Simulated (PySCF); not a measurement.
Job for PySCF: R-M06-2X/6-31G* on H4OSeSi (SMILES [SiH3]O[SeH]), a point of a torsion scan.

```python
from pyscf import gto, scf, dft, mp
from pyscf.data.elements import chemcore

mol = gto.M(
    atom='''
    Si    0.84481637   -0.24051513    0.08836543
    O    -0.21516526    0.96074078   -0.25026505
    Se   -2.01680793    1.07124547   -0.03163338
    H     0.50726054   -1.42616729   -0.70525049
    H     2.05032716    0.44884799   -0.34627771
    H     0.81007155   -0.58695213    1.50881146
    H    -2.33696269   -0.06639256   -0.89198634
    ''',
    basis='6-31g*',
    cart=True,
    charge=0, spin=0, verbose=3, max_memory=1800)
mf = dft.RKS(mol, xc='m062x')
mf.conv_tol = 1e-8
mf.max_cycle = 100
mf.kernel()
if not mf.converged:
    mf = mf.newton().run(mf.mo_coeff, mf.mo_occ)
```

The log:

```
converged SCF energy = -2768.29811932642
```

The calculation finished and met its thresholds.

Cost: very roughly 12 core-seconds.
